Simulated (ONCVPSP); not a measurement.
## copper ONCV: all-electron and pseudo phase curves

- Element: copper (Cu)
- Generator: ONCVPSP 4.0.1
- Type: optimised norm-conserving Vanderbilt (ONCV)
- Functional: PBE
- Relativity: scalar-relativistic
- Frozen core: [Ne]
- Valence charge: 19
- Reference configuration: 3s2 3p6 3d10 4s0.5 4p0.5
- Partial waves: 3s+4s: rc 1.25 bohr, ncon 4, nbas 7, qcut 12.7 1/bohr, 2 projectors; 3p+4p: rc 1.60 bohr, ncon 4, nbas 7, qcut 10.2 1/bohr, 3 projectors, debl 0.6 Ha; 3d: rc 1.15 bohr, ncon 3, nbas 8, qcut 15.5 1/bohr, 3 projectors, debl 1 Ha
- Local potential: polynomial inside 0.80 bohr (lpopt 3, dvloc0 -1 Ha)
- Core correction: Teter function, fcfact 5.25, rcfact 1.3

The phase is arctan(r·R′/R) of the radial function R(r), unwrapped; energies in Ha, scanned from -6 to 5 Ha. A pole is an energy at which the radial function vanishes at the test radius. The pseudo phase is shifted by a multiple of π to meet the all-electron one at the reference energy, and phase errors are pseudo minus all-electron; the curves can meet again beyond the range given. Levels narrower than the energy grid can be missing from the lists of poles.

Question: For each channel, where are the poles, and over which energies does the pseudopotential scatter like the atom?

Answer:

```
channel  radius (bohr)  reference energy (Ha)  poles, all-electron  poles, pseudo  unbroken range about the reference energy with phases within 0.05 rad  phase error 1 Ha above the reference energy (rad)
      s           1.27                  -0.20                -3.72          -3.72                                                        the whole range                                             -0.000
      p           1.63                  -0.05                -2.56          -2.56                                                        the whole range                                             +0.000
      d           1.16                  -0.23                 1.06           1.06                                                        the whole range                                             -0.000
```

Phases in the p channel:

| E (Ha) | all-electron | pseudo |
| --- | --- | --- |
| -5.96 | 1.335 | 1.335 |
| -5.68 | 1.326 | 1.326 |
| -5.40 | 1.316 | 1.316 |
| -5.12 | 1.304 | 1.304 |
| -4.84 | 1.290 | 1.290 |
| -4.56 | 1.274 | 1.274 |
| -4.28 | 1.253 | 1.253 |
| -4.00 | 1.225 | 1.225 |
| -3.72 | 1.184 | 1.184 |
| -3.44 | 1.112 | 1.112 |
| -3.16 | 0.931 | 0.931 |
| -2.88 | -0.221 | -0.221 |
| -2.60 | -1.520 | -1.520 |
| -2.32 | -1.723 | -1.723 |
| -2.04 | -1.811 | -1.811 |
| -1.76 | -1.872 | -1.872 |
| -1.48 | -1.927 | -1.927 |
| -1.20 | -1.984 | -1.984 |
| -0.92 | -2.051 | -2.051 |
| -0.64 | -2.134 | -2.134 |
| -0.36 | -2.244 | -2.244 |
| -0.08 | -2.397 | -2.397 |
| 0.20 | -2.617 | -2.617 |
| 0.48 | -2.926 | -2.926 |
| 0.76 | -3.303 | -3.303 |
| 1.04 | -3.663 | -3.663 |
| 1.32 | -3.938 | -3.938 |
| 1.60 | -4.130 | -4.130 |
| 1.88 | -4.263 | -4.263 |
| 2.16 | -4.359 | -4.359 |
| 2.44 | -4.430 | -4.430 |
| 2.72 | -4.485 | -4.485 |
| 3.00 | -4.529 | -4.529 |
| 3.28 | -4.565 | -4.565 |
| 3.56 | -4.596 | -4.596 |
| 3.84 | -4.622 | -4.622 |
| 4.12 | -4.646 | -4.646 |
| 4.40 | -4.667 | -4.667 |
| 4.68 | -4.687 | -4.687 |
| 4.96 | -4.705 | -4.705 |
